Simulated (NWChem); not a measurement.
System: ZnH2SeS; SMILES [SH][Zn][SeH]

Output (shortened):

```
             Northwest Computational Chemistry Package (NWChem) 7.3.0
             --------------------------------------------------------

 C1  symmetry detected

                             Geometry "geometry" -> ""
                             -------------------------

 Output coordinates in angstroms (scale by  1.889725989 to convert to a.u.)

  No.       Tag          Charge          X              Y              Z
 ---- ---------------- ---------- -------------- -------------- --------------
    1 Zn                  30.0000    -0.01060332     0.52437353    -0.01695093
    2 S                   16.0000    -0.00499547     2.70340384    -0.04199739
    3 H                    1.0000    -0.10291615     2.77971321     1.30532068
    4 Se                  34.0000    -0.02769962    -1.76388249    -0.00606259
    5 H                    1.0000     1.44273052    -1.79337585     0.08129352

 Effective nuclear repulsion energy (a.u.)     452.9102487062

                                 NWChem DFT Module
                                 -----------------

 Summary of "ao basis" -> "ao basis" (spherical)
 ------------------------------------------------------------------------------
       Tag                 Description            Shells   Functions and Types
 ---------------- ------------------------------  ------  ---------------------
 Zn                         def2-svp                11       31   5s3p2d1f
 S                          def2-svp                 8       18   4s3p1d
 H                          def2-svp                 3        5   2s1p
 Se                         def2-svp                12       32   5s4p3d

            General Information
            -------------------
          SCF calculation type: DFT
          Wavefunction type:  closed shell.
          No. of atoms     :     5
          No. of electrons :    82
           Alpha electrons :    41
            Beta electrons :    41
          Charge           :     0
          Spin multiplicity:     1
          Use of symmetry is: off; symmetry adaption is: off
          Maximum number of iterations: 150
          AO basis - number of functions:    91
                     number of shells:    37
          Convergence on energy requested:  1.00D-06
          Convergence on density requested:  1.00D-05
          Convergence on gradient requested:  5.00D-04

              XC Information
              --------------
                         B3LYP Method XC Potential
                     Hartree-Fock (Exact) Exchange  0.200
                        Slater Exchange Functional  0.800 local
                    Becke 1988 Exchange Functional  0.720 non-local
              Lee-Yang-Parr Correlation Functional  0.810
                  VWN I RPA Correlation Functional  0.190 local

             Grid Information
             ----------------
          Grid used for XC integration:  coarse
          Radial quadrature: Mura-Knowles
          Angular quadrature: Lebedev.
          Tag              B.-S. Rad. Rad. Pts. Rad. Cut. Ang. Pts.
          ---              ---------- --------- --------- ---------
          Zn                  1.35       95           8.0       302
          S                   1.00       70          11.0       302
          H                   0.35       35          12.0       302
          Se                  1.15       95          11.0       302
          Grid pruning is: on
          Number of quadrature shells:   330
          Spatial weights used:  Erf1

      Superposition of Atomic Density Guess
      -------------------------------------

 Sum of atomic energies:       -4575.41914163

      Non-variational initial energy
      ------------------------------

 Total energy =   -4576.052138
 1-e energy   =   -7281.970268
 2-e energy   =    2253.007881
 HOMO         =      -0.295336
 LUMO         =      -0.011889

     ---------------------------------------------
      Total Density - Mulliken Population Analysis
     ---------------------------------------------

    Atom       Charge   Shell Charges
 -----------   ------   -------------------------------------------------------
    1 Zn  30    29.14   2.00  2.00  2.00  0.71  0.12  6.00  5.99  0.34  8.04  1.94  0.00
    2 S   16    16.65   2.00  1.99  1.21  0.64  5.94  1.84  3.00  0.02
    3 H    1     0.80   0.57  0.20  0.03
    4 Se  34    34.59   2.00  2.00  2.00  1.33  0.53  6.00  5.98  1.99  2.73  8.20  1.75  0.07
    5 H    1     0.82   0.57  0.23  0.02

   convergence    iter        energy       DeltaE   RMS-Dens  Diis-err
 ---------------- ----- ----------------- --------- --------- ---------
 d= 0,ls=0.0,diis     1  -4579.7810666156 -5.03D+03  1.44D-02  3.94D-01
 d= 0,ls=0.0,diis     2  -4579.7990973530 -1.80D-02  7.21D-03  2.50D-01
 d= 0,ls=0.0,diis     3  -4579.8338150160 -3.47D-02  1.89D-03  2.17D-02
 d= 0,ls=0.0,diis     4  -4579.8362985648 -2.48D-03  3.58D-04  5.66D-03
 d= 0,ls=0.0,diis     5  -4579.8366621955 -3.64D-04  1.01D-04  1.38D-04
  Resetting Diis
 d= 0,ls=0.0,diis     6  -4579.8366733494 -1.12D-05  1.98D-05  3.81D-06
 d= 0,ls=0.0,diis     7  -4579.8366738593 -5.10D-07  9.76D-06  3.09D-07

         Total DFT energy =    -4579.836673859293
      One electron energy =    -7280.632372893529
           Coulomb energy =     2432.762265973317
    Exchange-Corr. energy =     -184.876815645271
 Nuclear repulsion energy =      452.910248706190

[...]

                         DFT ENERGY GRADIENTS

    atom               coordinates                        gradient
                 x          y          z           x          y          z
   1 Zn     -0.020037   0.990922  -0.032033    0.000014  -0.000147  -0.000108
   2 S      -0.009440   5.108692  -0.079364   -0.000062  -0.003729   0.001813
   3 H      -0.194483   5.252896   2.466698    0.000087  -0.000117  -0.001738
   4 Se     -0.052345  -3.333255  -0.011457    0.000761   0.003834   0.000059
   5 H       2.726365  -3.388989   0.153622   -0.000799   0.000158  -0.000026
```

Level: B3LYP/def2-SVP. The geometry was optimised at PBE0/def2-SVP.

Write an input that gives this output.

One answer among several that fit: the input that was run:
```
start job
memory heap 200 mb stack 900 mb global 1100 mb
geometry units angstroms noautoz
  Zn     0.110809     0.534185    -0.008850
  S      0.012632     2.685081    -0.344766
  H      0.886888     2.942530     0.655271
  Se     0.195114    -1.725693     0.340965
  H      1.302256    -1.852730    -0.622759
end
basis spherical
  * library def2-svp
end
dft
  xc b3lyp
  grid coarse
  iterations 150
  mulliken
end
task dft gradient
```
